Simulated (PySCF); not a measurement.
An unknown is described by computed data only.

Formula: C6H16O2Si.

| Property | Result |
| --- | --- |
| XPS | Si2p3/2 106.8, C1s 290.0 (×2), C1s 290.4 (×2), C1s 291.9 (×2), O1s 537.4 (×2), Si1s 1846.9 eV [ΔSCF SCAN, pcX-2 on the ionised atom, pcseg-1 elsewhere, spin-free X2C, 2p3/2 from a spin–orbit splitting computed afterwards within the 2p shell] |
| 13C NMR | chemical shifts (computed TMS as zero) by class: 59.1 (2 C), 20.1 (2 C), -3.9 (2 C) ppm [GIAO PBE0/pcSseg-1] |
| UV, first state | lowest singlet excitation: 7.03 eV (176 nm, f = 0.010) [TDDFT PBE0/def2-SVPD] |
| UV, strongest line | among the 10 lowest singlet transitions: S6 at 7.95 eV (156 nm, f = 0.023) [TDDFT PBE0/def2-SVPD] |
| Rotational structure | rotational constants A, B, C: 1.562, 0.832, 0.675 GHz [PBE0-D3(BJ)/def2-SVP] |
| 1H NMR | chemical shifts (computed TMS as zero) by class: 3.62 (4 H), 1.24 (6 H), 0.06 (6 H) ppm [GIAO PBE0/pcSseg-1] |

Electronic properties: PySCF, gas phase, density fitting. Levels stand in brackets. The structure is a single PBE0-D3(BJ)/def2-SVP conformer in the gas phase; no vibrational or solvent corrections. NMR values are class means; diastereotopic atoms form classes of their own.

Q: Propose a structure and show how it fits.

A: 6 carbons fall into 3 classes; from least to most shielded: carbon bonded to C, O and 2 H (59.1 ppm, 2 C), carbon bonded to C and 3 H (20.1 ppm, 2 C), carbon bonded to Si and 3 H (-3.9 ppm, 2 C). Hydrogen classes from least to most shielded: 4 H on 2 like atoms (carbon bonded to C, O and 2 H) (3.62 ppm), 6 H on 2 like atoms (carbon bonded to C and 3 H) (1.24 ppm, a mean of values up to 0.5 ppm apart in this geometry), 6 H on 2 like atoms (carbon bonded to Si and 3 H) (0.06 ppm). The core levels belong to: Si2p3/2 106.8 eV, silicon bonded to 2 C and 2 O; C1s 290.0 eV, carbon bonded to Si and 3 H; C1s 290.4 eV, carbon bonded to C and 3 H; C1s 291.9 eV, carbon bonded to C, O and 2 H; O1s 537.4 eV, oxygen bonded to C and Si; Si1s 1846.9 eV, silicon bonded to 2 C and 2 O. One atom of each topological class was ionised and stands for its class. The optimised geometry has point group C1 and is an asymmetric top. Structure: Si(OEt)2Me2 (`CCO[Si](C)(C)OCC`). Computed isomers that give other values at the same levels: `CO[SiH2]OCC(C)(C)C` (rotational constant A: 2.245 GHz; this holds for the one conformer computed); `CC(C)OC(C)(C)O[SiH3]` (rotational constant A: 1.767 GHz; this holds for the one conformer computed). The assignments are read from this structure; whether some other isomer fits the data as well wasn't checked.
